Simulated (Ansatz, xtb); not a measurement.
## A family of molecules: the dipole moment

One atom is swapped for its congeners: CH2FI (fluoroiodomethane) `FCI`; CH2ClI (chloroiodomethane) `ClCI`; CH2BrI (bromoiodomethane) `BrCI`; CH2I2 (diiodomethane) `ICI`. All are singlets with charge 0.

Shapes, held fixed at every level: PBE0-D4/def2-TZVP. Programs: Ansatz 0.2.0, xtb 6.7.1. Values in D.

```
               level  CH2FI  CH2BrI  CH2I2
            GFN1-xTB   1.89    1.58   0.78
   PBE-D4/def2-TZVPP   1.53    1.28   1.12
r2SCAN-D4/def2-TZVPP   1.62    1.38   1.21
 B3LYP-D4/def2-TZVPP   1.60    1.33   1.15
  wB97M-V/def2-TZVPP   1.59    1.34   1.14
```

(1) Estimate the column for CH2ClI from its neighbours.

Results:

(1) The mean of the neighbours at wB97M-V/def2-TZVPP is 1.47 D, against 1.40 from the run: the member lies nearer Br. All rows: GFN1-xTB 1.62; PBE-D4/def2-TZVPP 1.36; r2SCAN-D4/def2-TZVPP 1.45; B3LYP-D4/def2-TZVPP 1.40; wB97M-V/def2-TZVPP 1.40 D. At wB97M-V/def2-TZVPP the dipole moment falls at every step, from 1.59 to 1.14 D. Every level shows the same order. For atoms past krypton def2 sets carry core potentials with scalar relativity. Relativity is left out for Br unless named.
